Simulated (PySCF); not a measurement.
C₄H₁₀BN, SMILES NB1[C@@H](C)CC1.

Coordinates come from a B3LYP-D3(BJ)/def2-SVP optimisation. The structure was generated by enumeration; whether it is a known compound was not checked. Other conformers were not sampled.

Calculation: PySCF with HF/def2-TZVP.

Computed frontier levels, gap, dipole moment and polarisability:
The highest occupied level is -10.71 eV. The lowest empty level comes out as 3.24 eV, the orbital gap is 13.94 eV and the dipole moment comes out as 1.56 D. The quadrupole, principal values (traceless, Buckingham form, about the centre of nuclear charge) is -3.22, -1.97, 5.18 D·Å. The mean static polarisability comes out as 64.4 bohr³ (9.55 Å³) and the polarisability, principal values comes out as 55.1, 69.0, 69.3 bohr³.
